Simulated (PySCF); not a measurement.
Geometry:
```
atom   x (Å)   y (Å)   z (Å)
  C1   3.290   0.993  -0.424
  C2   1.988   0.884  -0.831
  C3   1.210   0.034   0.027
  N4  -0.118  -0.228  -0.172
  C5  -0.867   0.218  -1.325
  C6  -2.165  -0.579  -1.229
  C7  -2.330  -0.802   0.272
  C8  -0.897  -1.023   0.745
  C9   1.974  -0.473   1.066
 S10   3.602   0.084   0.992
 H11   4.082   1.578  -0.890
 H12   1.589   1.400  -1.704
 H13  -0.325   0.012  -2.265
 H14  -1.058   1.311  -1.295
 H15  -3.018  -0.061  -1.691
 H16  -2.047  -1.547  -1.743
 H17  -2.745   0.103   0.745
 H18  -2.996  -1.641   0.520
 H19  -0.740  -0.693   1.788
 H20  -0.611  -2.095   0.701
 H21   1.663  -1.151   1.857
```

Geometry: PBE0-D3(BJ)/def2-SVP; GIAO shifts from PySCF 2.14, gas phase, non-relativistic, averaged over equivalent atoms.

At wB97X-D/pcSseg-1 (232 basis functions, 66 s wall time on 1 thread of an Arm Neoverse V1, shared host):
```json
{"atoms": "C3", "δ (ppm)": "152.1"}
{"atoms": "C1", "δ (ppm)": "136.1"}
{"atoms": "C2", "δ (ppm)": "121.3"}
{"atoms": "C9", "δ (ppm)": "97.7"}
{"atoms": "C5/C8", "δ (ppm)": "48.9"}
{"atoms": "C6/C7", "δ (ppm)": "28.5"}
{"atoms": "N4", "δ (ppm)": "78.5"}
{"atoms": "S10", "δ (ppm)": "182.4"}
{"atoms": "H11", "δ (ppm)": "7.06"}
{"atoms": "H12", "δ (ppm)": "6.51"}
{"atoms": "H21", "δ (ppm)": "5.40"}
{"atoms": "H13/H14/H19/H20", "δ (ppm)": "3.11"}
{"atoms": "H15/H16/H17/H18", "δ (ppm)": "1.85"}
```

Chemical shifts δ = σref − σ; TMS for 13C (σ = 184.54 ppm), 1H (σ = 31.38 ppm); 15N (σ = 263.98 ppm) vs NH3; 33S (σ = 493.71 ppm) vs CS2, all at this level.

Predict the values at PBE0/pcSseg-1 on the same geometry.

## Answers


| atoms | δ at PBE0/pcSseg-1 | change |
| --- | --- | --- |
| C3 | 149.7 | -2.4 |
| C1 | 132.7 | -3.4 |
| C2 | 120.3 | -1.0 |
| C9 | 96.1 | -1.6 |
| C5/C8 | 49.2 | +0.3 |
| C6/C7 | 28.8 | +0.3 |
| N4 | 85.2 | +6.7 |
| S10 | 183.1 | +0.7 |
| H11 | 6.99 | -0.07 |
| H12 | 6.52 | +0.01 |
| H21 | 5.35 | -0.05 |
| H13/H14/H19/H20 | 3.16 | +0.05 |
| H15/H16/H17/H18 | 1.88 | +0.03 |

Scale: TMS for 13C (184.41 ppm), 1H (31.27 ppm); NH3 for 15N (265.67 ppm); CS2 for 33S (495.66 ppm) (reference shieldings calculated alike).

The largest change is at N4 (aniline-type nitrogen). Cost: 232 basis functions, 54 s wall time on 1 thread of an Arm Neoverse V1, shared host. The order of the carbon signals is the same at both levels.

Experimental scales use liquid or dissolved standards, which lie at an offset from isolated NH3 (liquid NH3: subtract about 20 ppm).
